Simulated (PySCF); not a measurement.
Electron correlation in Ne³⁺ (neon, charge +3)

[He] 2s2 2p3, high-spin 4S determinant. Calculation: PySCF 2.14, in cc-pVTZ (4s3p2d1f, 30 functions); no relativity, point nucleus. Frozen: 1s2; 5 electrons correlated.

MP2 pair energies summed by pair of shells (mhartree):

```csv
pair,energy,share (%)
2s-2p,-67.12,66.8
2p-2p,-23.78,23.7
2s-2s,-9.55,9.5
```

Total MP2 correlation energy: -100.45 mhartree.

Same-spin part -29.10 and opposite-spin part -71.35 mhartree; SCS-MP2 scales them by 1/3 and 6/5 to -95.32 mhartree.

| level | correlation energy (mhartree) |
| --- | --- |
| CCSD | -113.54 |
| (T) | -0.89 |
| CCSD(T) | -114.43 |

Diagnostics: T1 = 0.0020, D1 = 0.0045, largest double amplitude 0.029.

Cost of the coupled-cluster step: 0.25 s of wall time on 1 thread of Neoverse-V1 (shared host), for 5 correlated electrons.

Iterations:

```
CC2 = 0
CCSD nocc = (np.int64(4), np.int64(1)), nmo = (29, 29)
frozen orbitals [[0], [0]]
max_cycle = 100
direct = 0
conv_tol = 1e-08
conv_tol_normt = 1e-06
diis_space = 8
diis_start_cycle = 0
Init t2, MP2 energy = -0.100448580710572
Init E_corr(UCCSD) = -0.100448580710577
cycle = 1  E_corr(UCCSD) = -0.111178647840062  dE = -0.0107300671  norm(t1,t2) = 0.0163394
cycle = 2  E_corr(UCCSD) = -0.112941627132941  dE = -0.00176297929  norm(t1,t2) = 0.00453754
cycle = 3  E_corr(UCCSD) = -0.113556003770507  dE = -0.000614376638  norm(t1,t2) = 0.0014864
cycle = 4  E_corr(UCCSD) = -0.113537142044196  dE = 1.88617263e-05  norm(t1,t2) = 0.0001449
cycle = 5  E_corr(UCCSD) = -0.113539433372062  dE = -2.29132787e-06  norm(t1,t2) = 1.9992e-05
cycle = 6  E_corr(UCCSD) = -0.11353944654159  dE = -1.31695287e-08  norm(t1,t2) = 5.87813e-07
cycle = 7  E_corr(UCCSD) = -0.113539449781565  dE = -3.23997461e-09  norm(t1,t2) = 5.91713e-08
UCCSD converged
E(UCCSD) = -124.2070964127622  E_corr = -0.1135394497815648
UCCSD(T) correction = -0.000885255948362349
```
